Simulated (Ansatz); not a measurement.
CH7FOSi2 can be A, `C[SiH](F)[SiH2]O`, or B, `FC[SiH2]O[SiH3]`.

Isolated molecules relaxed with PBE0-D4/def2-TZVP in Ansatz; ΔE leaves out vibrations. CBS: MP2 limit from def2 TZ/QZ plus the TZ coupled-cluster correction, frozen cores. DFT in def2-TZVPP. B3LYP here is the variant with VWN-RPA as its local correlation; programs differ in this. Each species was taken in one conformer, which may not be the lowest.

Which isomer does CCSD(T)/CBS put lower? Give the gap. (Estimate.)

Ansatz gave: A, by 30.6 kcal/mol.

Give E(B) − E(A) in kcal/mol with MP2/def2-TZVPP, B2PLYP, PBE0-D4, CCSD(T)/def2-TZVPP, B3LYP-D4, ωB97M-V, CCSD/def2-TZVPP. (Best estimate.)

The calculation gave: MP2/def2-TZVPP 30.5, B2PLYP 28.9, PBE0-D4 32.2, CCSD(T)/def2-TZVPP 29.3, B3LYP-D4 28.4, ωB97M-V 28.6, CCSD/def2-TZVPP 28.7. None reverses the order clearly.

Largest T1 diagnostic: 0.012.

From PBE to PBE0 (25 % exact exchange), in def2-TZVPP and without D4, E(B) − E(A) moves by −0.7 kcal/mol. In def2-TZVPP, CCSD(T) changes the Hartree–Fock value by +5.9 kcal/mol (the triples alone add +0.6 kcal/mol) and MP2 by +7.1 kcal/mol.
